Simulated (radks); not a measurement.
Results of a calculation; reference values are marked as such.
Isoelectronic series with 19 electrons, each ion in its NIST ground configuration. Level of theory: scalar-relativistic Kohn-Sham, PBE, spin-polarised, spherical densities, point nucleus; open shells are filled with parallel spins first (a radial shooting solver on a logarithmic mesh with Libxc functionals). Total energies (hartree) and orbital eigenvalues (eV):

| ion | configuration | E (hartree) | 3p down | 3p up |
|---|---|---|---|---|
| K | [Ar] 4s1 | -602.09241 | -18.6985 | -18.7839 |
| Ca+ | [Ar] 4s1 | -680.10131 | -34.7593 | -34.9118 |
| Sc2+ | [Ar] 3d1 | -763.34187 | -48.4489 | -49.3623 |
| Ti3+ | [Ar] 3d1 | -851.81511 | -70.3218 | -71.4332 |
| V4+ | [Ar] 3d1 | -945.45914 | -95.7174 | -96.9891 |
| Cr5+ | [Ar] 3d1 | -1044.27722 | -124.4352 | -125.8485 |
| Mn6+ | [Ar] 3d1 | -1148.27756 | -156.3884 | -157.9325 |
| Fe7+ | [Ar] 3d1 | -1257.47121 | -191.5303 | -193.1984 |
| Co8+ | [Ar] 3d1 | -1371.87120 | -229.8334 | -231.6207 |
| Ni9+ | [Ar] 3d1 | -1491.49214 | -271.2800 | -273.1832 |
| Cu10+ | [Ar] 3d1 | -1616.34996 | -315.8591 | -317.8757 |
| Zn11+ | [Ar] 3d1 | -1746.46182 | -363.5640 | -365.6920 |
